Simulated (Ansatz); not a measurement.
Sn, triplet (core potentials on Sn); R2SCAN/def2-SVPD (Ansatz, an electronic-structure program).

Input for Ansatz:
Ansatz 0.2 input:
```yaml
crystal:
  periodic: [false, false, false]
  atoms:
    - {symbol: Sn, position_ang: [0.00000000, 0.00000000, 0.00000000]}
basis:
  gaussian:
    orbitals: def2-SVPD
hamiltonian:
  xc: r2scan
magnetization: {spin_polarized: true, initial_magnetization: 2}
accuracy: high
```

### Question
Write the output that Ansatz gives for this input, abridged.

### Answer

```
Functional definition: r2SCAN
294 factors; integrals over basis functions are off by at most 2.2e-9 eV
mean field evaluation 1: about -5832.0532 eV, gradient 2.2e0 eV
mean field evaluation 2: about -5832.1094 eV, gradient 8.2e-1 eV
mean field evaluation 4: about -5832.1135 eV, gradient 3.6e-2 eV
mean field evaluation 8: about -5832.1137 eV, gradient 7.8e-4 eV
mean field evaluation 16: about -5832.1137 eV, gradient 1.0e-7 eV
mean field evaluation 32: about -5832.1137 eV, gradient 1.8e-7 eV
mean field -5832.11367376 eV, -214.3262243622 hartree, gradient 1.4e-8 eV, S^2 2.005032; 2 other end points of the search recorded, 0 dependent functions left out
reference -5832.11367736 eV, -214.3262244943 hartree; 12, 10 occupied and 20, 22 virtual orbitals, 294 factors
Total energy: -5832.11367736 eV, -214.3262244943 hartree
```
